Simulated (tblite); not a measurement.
Species: C₈H₁₃OP.
Structure used (GFN2-xTB), in Å, numbered top down from 1:
```
atom  x, y, z in Å
C1     2.8566    1.8728   -0.4183
C2     2.3267    0.9567   -0.9779
C3     1.6622   -0.1486   -1.6139
P4     0.4782   -1.0166   -0.4881
C5     1.4838   -1.5413    0.9507
O6    -0.2215   -2.1205   -1.1569
C7    -0.6191    0.3186    0.1390
C8    -1.8006   -0.1875    0.9804
C9    -2.7628    0.5892    0.0705
C10   -1.6112    0.8358   -0.9139
H11    3.3311    2.6799    0.0546
H12    1.0838    0.1883   -2.4803
H13    2.3827   -0.9002   -1.9526
H14    2.1562   -2.3307    0.6176
H15    2.0528   -0.7132    1.3624
H16    0.8134   -1.9498    1.7049
H17   -0.0332    1.1025    0.6170
H18   -1.7978    0.0913    2.0327
H19   -1.9233   -1.2670    0.8922
H20   -3.1302    1.5057    0.5286
H21   -3.6060    0.0240   -0.3192
H22   -1.4681    1.8620   -1.2473
H23   -1.6583    0.1755   -1.7802
```

Computed values, GFN2-xTB/tblite, gas phase, harmonic and unscaled. The method is semi-empirical: single wavenumbers can be off by several per cent or more. One conformer, not necessarily the lowest.

Harmonic wavenumbers (cm⁻¹): 34.6, 56.0, 75.4, 92.8, 129.8, 159.8, 180.4, 210.4, 251.8, 263.4, 295.7, 349.3, 386.2, 419.0, 578.5, 632.7, 637.6, 701.1, 731.0, 761.2, 788.1, 814.7, 831.4, 846.3, 863.8, 984.9, 985.9, 1007.0, 1036.4, 1039.5, 1068.4, 1074.1, 1107.2, 1173.9, 1184.0, 1187.5, 1212.0, 1224.9, 1253.8, 1260.6, 1264.0, 1271.7, 1309.5, 1390.8, 1423.7, 1435.0, 1460.3, 1463.5, 1487.2, 2290.9, 2919.9, 2931.8, 2973.3, 2987.3, 2989.3, 2999.6, 3001.9, 3002.9, 3007.1, 3014.2, 3021.1, 3038.4, 3398.7.

A = 1576, B = 889.6, C = 738.4 MHz; mass 156.070 u (most abundant isotopes); point group C1, symmetry number 1.

Problem. What is the zero-point energy?

Solution. Half the sum of the wavenumbers: 40987 cm⁻¹ = 490.31 kJ/mol.

Problem. Give the ideal-gas entropy at 273.15 K and 1 bar in the rigid-rotor, harmonic-oscillator model (classical rotation).

Solution. Translation 170.02, rotation 124.93, vibration 152.23: S = 447.2 J/(mol K).

Problem. And Cp and H(273.15 K) − H(0)?

Solution. Cp = 181.26 J/(mol K), of which vibrations give 148.00 (their classical limit is 63 R = 523.8); H(273.15 K) − H(0) = 30.35 kJ/mol without the zero-point energy, 21.27 from vibrations.

Problem. How do the functions run with temperature in this model?

Solution. 
```json
{"T (K)": "150", "S (J/(mol K))": "359.0", "Cp (J/(mol K))": "120.6", "H − H(0) (kJ/mol)": "11.87", "G − H(0) (kJ/mol)": "-41.98", "ln q(vib)": "4.59"}
{"T (K)": "250", "S (J/(mol K))": "431.7", "Cp (J/(mol K))": "169.1", "H − H(0) (kJ/mol)": "26.30", "G − H(0) (kJ/mol)": "-81.62", "ln q(vib)": "8.15"}
{"T (K)": "298.15", "S (J/(mol K))": "463.6", "Cp (J/(mol K))": "194.5", "H − H(0) (kJ/mol)": "35.05", "G − H(0) (kJ/mol)": "-103.18", "ln q(vib)": "9.80"}
{"T (K)": "400", "S (J/(mol K))": "528.1", "Cp (J/(mol K))": "246.2", "H − H(0) (kJ/mol)": "57.54", "G − H(0) (kJ/mol)": "-153.71", "ln q(vib)": "13.22"}
{"T (K)": "600", "S (J/(mol K))": "643.9", "Cp (J/(mol K))": "324.9", "H − H(0) (kJ/mol)": "115.16", "G − H(0) (kJ/mol)": "-271.16", "ln q(vib)": "19.73"}
{"T (K)": "900", "S (J/(mol K))": "791.0", "Cp (J/(mol K))": "399.5", "H − H(0) (kJ/mol)": "224.77", "G − H(0) (kJ/mol)": "-487.13", "ln q(vib)": "28.85"}
```

q(vib) and H(0) count from the zero-point level.

Problem. Blend soft modes into free rotors: weight 1/[1 + (100 cm⁻¹/ν̃)⁴] for the oscillator and the rest for a rotor with moment μB/(μ + B), μ = h/(8π²ν), B = 10⁻⁴⁴ kg m². What vibrational entropy results?

Solution. 137.64 J/(mol K) in place of 152.23, which changes −T·S at 273.15 K by +3.98 kJ/mol.

Problem. What must be added to the electronic energy to get the Gibbs energy at 273.15 K and 1 bar?

Solution. ZPE + [H(273.15 K) − H(0)] − T·S = 490.31 + 30.35 − 122.15 = 398.51 kJ/mol.

Problem. Which modes carry the vibrational entropy at 273.15 K?

Solution. 34.6 cm⁻¹: 22.48; 56.0 cm⁻¹: 18.50; 75.4 cm⁻¹: 16.05; 92.8 cm⁻¹: 14.35; 129.8 cm⁻¹: 11.64; 159.8 cm⁻¹: 9.99 J/(mol K); the other 57 give 59.24 together.

Hindered rotation and anharmonicity are outside this model. Other conformers, if any are populated, would add a mixing term that is left out. The structure is chiral; the term R ln 2 for an equal mix with its mirror image is left out.
